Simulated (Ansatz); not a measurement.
Program: Ansatz. Geometries: PBE0-D4/def2-TZVP. ΔE: electronic, gas phase. CCSD(T)/CBS is the MP2 limit (def2-TZVPP, def2-QZVPP) plus CCSD(T) − MP2 in def2-TZVPP, frozen cores. Functionals use def2-TZVPP. For Ga outer-core shells are correlated without core-valence functions, which leaves a few kJ/mol of doubt a bond. Scalar relativity is left out up to krypton. Each species was taken in one conformer, which may not be the lowest.

Consider the ligand exchange at the Si–O bond: `[NH2][GaH][O][SiH3]` + `COB(N)O` → `COB(N)O[SiH3]` + `[NH2][GaH][OH]`.

`[NH2][GaH][O][SiH3]`:

Z-matrix (Å, degrees):
```
Si
O 1 1.625
H 1 1.489 2 110.2
H 1 1.489 2 110.2 3 119.7
H 1 1.493 2 111.6 3 -120.1
Ga 2 1.786 1 139.8 3 120.1
N 6 1.801 2 112.1 1 179.6
H 6 1.548 2 121.1 1 -0.5
H 7 1.004 6 124.5 2 180.0
H 7 1.005 6 122.7 2 -0.0
```

`COB(N)O`:

Cartesian coordinates in Å:
```
C 0.012 1.461 0.611
O 0.615 0.201 0.753
B 0.260 -0.847 -0.063
N -0.710 -0.747 -1.081
O 0.890 -2.051 0.131
H -1.070 1.411 0.778
H 0.443 2.129 1.357
H 0.198 1.887 -0.382
H -1.220 0.088 -1.295
H -0.942 -1.536 -1.656
H 1.525 -1.996 0.847
```

`COB(N)O[SiH3]`:

Z-matrix (Å, degrees):
```
C
O 1 1.409
H 1 1.094 2 111.5
H 1 1.094 2 111.6 3 -121.3
H 1 1.090 2 107.6 3 119.3
B 2 1.366 1 120.5 3 61.6
O 6 1.378 2 119.4 1 0.3
N 6 1.409 2 118.0 1 -179.6
Si 7 1.634 6 136.9 2 -177.3
H 8 1.003 6 121.3 2 -0.5
H 8 1.003 6 123.8 2 -178.7
H 9 1.484 7 108.9 6 -129.7
H 9 1.491 7 111.1 6 -9.7
H 9 1.485 7 109.6 6 110.5
```

`[NH2][GaH][OH]`:

Z-matrix (Å, degrees):
```
N
Ga 1 1.813
H 1 1.005 2 123.2
H 1 1.005 2 124.9 3 180.0
O 2 1.789 1 117.7 3 -180.0
H 2 1.547 1 124.0 3 0.0
H 5 0.959 2 114.5 1 0.0
```

```tsv
level	ΔE (kJ/mol)
r2SCAN-D4	17.6
PBE0-D4	17.6
ωB97X-V	16.8
HF/def2-TZVPP	20.9
MP2/def2-QZVPP	17.1
SCS-MP2/def2-QZVPP	17.3
HF/CBS(def2)	20.6
MP2/CBS(def2)	16.2
```

(1) What does CCSD(T)/CBS give? (Best estimate.)

Largest T1 diagnostic among the species: 0.014.

Results:

(1) The calculation gave: +16.1 kJ/mol. The listed levels differ from it by 1.5, 1.5, 0.7, 4.8, 1.0, 1.2, 4.5, 0.1 kJ/mol.
